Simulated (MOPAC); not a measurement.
MOPAC input (PM7):

```
PM7 PRECISE GNORM=0.05 LET XYZ CHARGE=-1 GEO-OK AUX(PRECISION=9) THREADS=1
HSn2

Sn   -0.00000000 1   -0.00000000 1   -1.30503900 1
Sn    0.00000000 1    0.00000000 1    1.24518000 1
H     0.00000000 1    0.00000000 1    2.99295200 1
```

Output:

```
 *******************************************************************************
 **                                                                           **
 **                              MOPAC v23.2.5                                **
 **                                                                           **
 *******************************************************************************
 ** MOPAC's Digital Object Identifier: https://doi.org/10.5281/zenodo.6511958 **
 **                                                                           **
 ** Please cite the open-source release paper for use of this MOPAC version:  **
 ** J. E. Moussa and J. J. P. Stewart (2026)                                  **
 ** MOPAC: An open-source semiempirical molecular orbital program             **
 ** J. Open Source Softw., 11(119), 8025, https://doi.org/10.21105/joss.08025 **
 *******************************************************************************

                              PM7 CALCULATION RESULTS

 *******************************************************************************
 *  PM7        - The PM7 Hamiltonian to be used
 *  GEO-OK     - OVERRIDE INTERATOMIC DISTANCE AND OTHER SAFETY CHECKS
 *
 *
 *
 *                 CHARGE ON SYSTEM = -1
 *
 *
 *
 *  LET        - OVERRIDE SOME SAFETY CHECKS
 *  PRECISE    - TIGHTER CRITERIA TO BE USED
 *  XYZ        - CARTESIAN COORDINATE SYSTEM TO BE USED
 *  GNORM      - EXIT WHEN GRADIENT NORM DROPS BELOW 0.050
 *  AUX        - OUTPUT AUXILIARY INFORMATION
 *******************************************************************************
PM7 PRECISE GNORM=0.05 LET XYZ CHARGE=-1 GEO-OK AUX(PRECISION=9) THREADS=1
 HSn2

   ATOM   CHEMICAL          X               Y               Z
  NUMBER   SYMBOL      (ANGSTROMS)     (ANGSTROMS)     (ANGSTROMS)

     1      Sn         -0.00000000  *  -0.00000000  *  -1.30503900  *
     2      Sn          0.00000000  *   0.00000000  *   1.24518000  *
     3       H          0.00000000  *   0.00000000  *   2.99295200  *

          CARTESIAN COORDINATES

    NO.       ATOM           X           Y           Z

     1        Sn         -0.0000     -0.0000     -1.3050
     2        Sn          0.0000      0.0000      1.2452
     3         H          0.0000      0.0000      2.9930

 General Reference for PM7:
 "Optimization of Parameters for Semiempirical Methods VI: More Modifications to the
 NDDO Approximations and Re-optimization of Parameters", J. J. P. Stewart, J. Mol. Mod., 1:32, 19 (2013)
 https://link.springer.com/article/10.1007/s00894-012-1667-x

           Empirical Formula: H Sn2  =     3 atoms

      MOLECULAR POINT GROUP   :   C*v

      RHF CALCULATION, NO. OF DOUBLY OCCUPIED LEVELS = 5

          Geometry optimization using EF

          DIAGONAL MATRIX USED AS START HESSIAN

 CYCLE:     1  GRAD.:    71.604 HEAT:  268.1572
 CYCLE:     2  GRAD.:    32.359 HEAT:  263.6928
 CYCLE:     3  GRAD.:     9.638 HEAT:  262.4905
 CYCLE:     4  GRAD.:     4.232 HEAT:  262.2450

 ALL CONVERGERS ARE NOW FORCED ON
 SHIFT=10, PULAY ON, CAMP-KING ON
 AND ITERATION COUNTER RESET

 CYCLE:     5  GRAD.:    64.865 HEAT:  241.1558
 CYCLE:     6  GRAD.:    65.089 HEAT:  240.8046
 CYCLE:     7  GRAD.:    65.514 HEAT:  240.3298

 ALL CONVERGERS ARE NOW FORCED ON
 SHIFT=10, PULAY ON, CAMP-KING ON
 AND ITERATION COUNTER RESET

 CYCLE:     8  GRAD.:    66.091 HEAT:  239.1383
 CYCLE:     9  GRAD.:    67.423 HEAT:  236.6992
 CYCLE:    10  GRAD.:    68.569 HEAT:  234.1208

 ALL CONVERGERS ARE NOW FORCED ON
 SHIFT=10, PULAY ON, CAMP-KING ON
 AND ITERATION COUNTER RESET

 CYCLE:    11  GRAD.:    69.777 HEAT:  231.2332

 ALL CONVERGERS ARE NOW FORCED ON
 SHIFT=10, PULAY ON, CAMP-KING ON
 AND ITERATION COUNTER RESET

 CYCLE:    12  GRAD.:    70.352 HEAT:  228.1953

 ALL CONVERGERS ARE NOW FORCED ON
 SHIFT=10, PULAY ON, CAMP-KING ON
 AND ITERATION COUNTER RESET

 CYCLE:    13  GRAD.:    70.223 HEAT:  224.9662

 ALL CONVERGERS ARE NOW FORCED ON
 SHIFT=10, PULAY ON, CAMP-KING ON
 AND ITERATION COUNTER RESET

 CYCLE:    14  GRAD.:    68.442 HEAT:  221.5905

 ALL CONVERGERS ARE NOW FORCED ON
 SHIFT=10, PULAY ON, CAMP-KING ON
 AND ITERATION COUNTER RESET

 CYCLE:    15  GRAD.:    64.123 HEAT:  218.1783

 ALL CONVERGERS ARE NOW FORCED ON
 SHIFT=10, PULAY ON, CAMP-KING ON
 AND ITERATION COUNTER RESET

 CYCLE:    16  GRAD.:    54.261 HEAT:  214.9669

 ALL CONVERGERS ARE NOW FORCED ON
 SHIFT=10, PULAY ON, CAMP-KING ON
 AND ITERATION COUNTER RESET

 CYCLE:    17  GRAD.:    39.108 HEAT:  213.0776
 CYCLE:    18  GRAD.:    38.800 HEAT:  213.0607

 ALL CONVERGERS ARE NOW FORCED ON
 SHIFT=10, PULAY ON, CAMP-KING ON
 AND ITERATION COUNTER RESET

 CYCLE:    19  GRAD.:    37.913 HEAT:  213.0108

 ALL CONVERGERS ARE NOW FORCED ON
 SHIFT=10, PULAY ON, CAMP-KING ON
 AND ITERATION COUNTER RESET

 CYCLE:    20  GRAD.:    36.134 HEAT:  212.9092

 ALL CONVERGERS ARE NOW FORCED ON
 SHIFT=10, PULAY ON, CAMP-KING ON
 AND ITERATION COUNTER RESET

 CYCLE:    21  GRAD.:    32.792 HEAT:  212.7102

 ALL CONVERGERS ARE NOW FORCED ON
 SHIFT=10, PULAY ON, CAMP-KING ON
 AND ITERATION COUNTER RESET

 CYCLE:    22  GRAD.:    29.814 HEAT:  212.5199

 ALL CONVERGERS ARE NOW FORCED ON
 SHIFT=10, PULAY ON, CAMP-KING ON
 AND ITERATION COUNTER RESET

 CYCLE:    23  GRAD.:    27.080 HEAT:  212.3373

 ALL CONVERGERS ARE NOW FORCED ON
 SHIFT=10, PULAY ON, CAMP-KING ON
 AND ITERATION COUNTER RESET

 CYCLE:    24  GRAD.:    24.435 HEAT:  212.1620

 ALL CONVERGERS ARE NOW FORCED ON
 SHIFT=10, PULAY ON, CAMP-KING ON
 AND ITERATION COUNTER RESET

 CYCLE:    25  GRAD.:    21.748 HEAT:  211.9951

 ALL CONVERGERS ARE NOW FORCED ON
 SHIFT=10, PULAY ON, CAMP-KING ON
 AND ITERATION COUNTER RESET

 CYCLE:    26  GRAD.:    18.911 HEAT:  211.8390

 ALL CONVERGERS ARE NOW FORCED ON
 SHIFT=10, PULAY ON, CAMP-KING ON
 AND ITERATION COUNTER RESET

 CYCLE:    27  GRAD.:    15.858 HEAT:  211.6973

 ALL CONVERGERS ARE NOW FORCED ON
 SHIFT=10, PULAY ON, CAMP-KING ON
 AND ITERATION COUNTER RESET

 CYCLE:    28  GRAD.:    12.544 HEAT:  211.5744

 ALL CONVERGERS ARE NOW FORCED ON
 SHIFT=10, PULAY ON, CAMP-KING ON
 AND ITERATION COUNTER RESET

 CYCLE:    29  GRAD.:     8.931 HEAT:  211.4758

 ALL CONVERGERS ARE NOW FORCED ON
 SHIFT=10, PULAY ON, CAMP-KING ON
 AND ITERATION COUNTER RESET

 CYCLE:    30  GRAD.:     4.421 HEAT:  211.4015

 ALL CONVERGERS ARE NOW FORCED ON
 SHIFT=10, PULAY ON, CAMP-KING ON
 AND ITERATION COUNTER RESET

 CYCLE:    31  GRAD.:     2.633 HEAT:  211.3861
 CYCLE:    32  GRAD.:     2.595 HEAT:  211.3859

 ALL CONVERGERS ARE NOW FORCED ON
 SHIFT=10, PULAY ON, CAMP-KING ON
 AND ITERATION COUNTER RESET

 CYCLE:    33  GRAD.:   332.035 HEAT:  229.8712

 ALL CONVERGERS ARE NOW FORCED ON
 SHIFT=10, PULAY ON, CAMP-KING ON
 AND ITERATION COUNTER RESET

 CYCLE:    34  GRAD.:    56.335 HEAT:  212.8212

 ALL CONVERGERS ARE NOW FORCED ON
 SHIFT=10, PULAY ON, CAMP-KING ON
 AND ITERATION COUNTER RESET

 CYCLE:    35  GRAD.:    74.868 HEAT:  215.1461

 ALL CONVERGERS ARE NOW FORCED ON
 SHIFT=10, PULAY ON, CAMP-KING ON
 AND ITERATION COUNTER RESET

 CYCLE:    36  GRAD.:     6.589 HEAT:  211.3911

 ALL CONVERGERS ARE NOW FORCED ON
 SHIFT=10, PULAY ON, CAMP-KING ON
 AND ITERATION COUNTER RESET

 CYCLE:    37  GRAD.:     1.055 HEAT:  211.3784

 ALL CONVERGERS ARE NOW FORCED ON
 SHIFT=10, PULAY ON, CAMP-KING ON
 AND ITERATION COUNTER RESET

 CYCLE:    38  GRAD.:     0.524 HEAT:  211.3782

 ALL CONVERGERS ARE NOW FORCED ON
 SHIFT=10, PULAY ON, CAMP-KING ON
 AND ITERATION COUNTER RESET

 CYCLE:    39  GRAD.:     0.049 HEAT:  211.3781

     GRADIENT =  0.04913 IS LESS THAN CUTOFF =  0.05000

 -------------------------------------------------------------------------------
 PM7 PRECISE GNORM=0.05 LET XYZ CHARGE=-1 GEO-OK AUX(PRECISION=9) THREADS=1
 HSn2

     GEOMETRY OPTIMISED USING EIGENVECTOR FOLLOWING (EF).
     SCF FIELD WAS ACHIEVED

                              PM7 CALCULATION
                                                       MOPAC v23.2.5 Linux

          FINAL HEAT OF FORMATION =        211.37809 KCAL/MOL =     884.40593 KJ/MOL

          COSMO AREA              =        109.92 SQUARE ANGSTROMS
          COSMO VOLUME            =        103.50 CUBIC ANGSTROMS

          GRADIENT NORM           =          0.04913          =       0.02836 PER ATOM
          IONIZATION POTENTIAL    =         -1.595026 EV
          HOMO LUMO ENERGIES (EV) =          1.595 12.199
          NO. OF FILLED LEVELS    =          5
          MOLECULAR WEIGHT        =        238.3879         POINT GROUP:  C*v

          MOLECULAR DIMENSIONS (Angstroms)

            Atom       Atom       Distance
            H     3   Sn     1     3.49614
           Sn     2   Sn     1     0.00048
            H     3   Sn     1     0.00000

          SCF CALCULATIONS        =         40

   ATOM   CHEMICAL          X               Y               Z
  NUMBER   SYMBOL      (ANGSTROMS)     (ANGSTROMS)     (ANGSTROMS)

     1      Sn          0.00000126  *   0.00006420  *  -0.87631661  *
     2      Sn         -0.00000243  *  -0.00012397  *   0.85084186  *
     3       H          0.00001269  *   0.00064852  *   2.61982371  *

                             CARTESIAN COORDINATES

   1   Sn        0.000001257     0.000064204    -0.876316612
   2   Sn       -0.000002426    -0.000123966     0.850841865
   3    H        0.000012685     0.000648522     2.619823710

           Empirical Formula: H Sn2  =     3 atoms

      MOLECULAR POINT GROUP   :   C*v

                  EIGENVALUES
  -4.05334  -3.73799  -0.53245   1.59503   1.59503  12.19895  14.04046  14.04046
  16.32344

              NET ATOMIC CHARGES AND DIPOLE CONTRIBUTIONS

  ATOM NO.   TYPE          CHARGE      No. of ELECS.   s-Pop       p-Pop
    1         Sn          -0.250562        4.2506     1.95607     2.29449
    2         Sn          -0.093485        4.0935     1.68801     2.40548
    3          H          -0.655953        1.6560     1.65595
 DIPOLE           X         Y         Z       TOTAL
 POINT-CHG.    -0.000    -0.002    -7.589     7.589
 HYBRID         0.000     0.002     3.440     3.440
 SUM            0.000     0.000    -4.149     4.149

          ATOMIC ORBITAL ELECTRON POPULATIONS

     Atom    s        px        py        pz
    1 Sn   1.95607   1.05873   1.05874   0.17702
    2 Sn   1.68801   0.94127   0.94126   0.52295
    3  H   1.65595

 **********************
 *                    *
 * JOB ENDED NORMALLY *
 *                    *
 **********************

 == MOPAC DONE ==
```

The dipole moment of an ion depends on the origin.

The geometry given is a B3LYP-D3(BJ)/def2-TZVP minimum.
